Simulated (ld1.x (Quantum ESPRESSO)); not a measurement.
Transferability test, TM potential for neodymium

ld1.x (Quantum ESPRESSO) 7.5 input, shortened:

```
&input
   title='Nd', zed=60., rel=2, dft='PBESOL', iswitch=3,
   config='[Xe] 4f3 5d0 6s0 6p0', rel_dist='average'
 /
 &inputp
   pseudotype=2, tm=.true., lloc=0,
   nlcc=.true., rcore=1.05
 /
4
5P  2  1   6.00   0.00  2.45  2.45  0.0
5D  3  2   0.00   0.00  2.20  2.20  0.0
4F  4  3   3.00   0.00  1.10  1.10  0.0
6S  1  0   0.00   0.00  2.90  2.90  0.0
 &test
   configts(1)='4f3 5p6 5d0 6s0 6p0'
 /
```

Open shells are filled in proportion to 2j + 1 (rel_dist='average').

Energies are relative to the spin-unpolarised reference configuration 4f3 5p6 5d0 6s0 6p0; without spin polarisation the order of configurations can differ from experiment.

| valence configuration | charge | ΔE all-electron (eV) | error AE − PS (meV) |
| --- | --- | --- | --- |
| 4f4 5p6 5d0 6s1 6p0 | +1 | -33.120 | -968 |
| 4f4 5p6 5d0 6s0 6p0 | +2 | -22.430 | -1201 |
| 4f2 5p6 5d0 6s0 6p0 | +4 | 40.094 | -1173 |
| 4f4 5p6 5d0 6s1 6p1 | 0 | -36.597 | -1190 |
| 4f4 5p6 5d0 6s1.5 6p0 | +0.5 | -36.615 | -862 |

(1) What are ΔE and the potential's error for 4f3 5p6 5d0 6s2 6p0?

(2) What are ΔE and the potential's error for 4f4 5p6 5d0 6s2 6p0?

Answers

(1) ΔE = -30.757 eV all-electron; the error (AE − PS) is +41 meV.

(2) ΔE = -38.938 eV all-electron; the error (AE − PS) is -769 meV.

These tests converged, but a pseudo level misses the all-electron one widely, so the file describes the atom poorly there or has found another state: 4f4 5p6 5d0 6s2 6p0: 4f by 1.6 eV; 4f4 5p6 5d0 6s1 6p0: 4f by 2.0 eV (a node warning on the way); 4f4 5p6 5d0 6s0 6p0: 4f by 2.3 eV; 4f2 5p6 5d0 6s0 6p0: empty 6p by 2.7 eV; 4f4 5p6 5d0 6s1 6p1: 4f by 1.6 eV; 4f4 5p6 5d0 6s1.5 6p0: 4f by 1.8 eV.
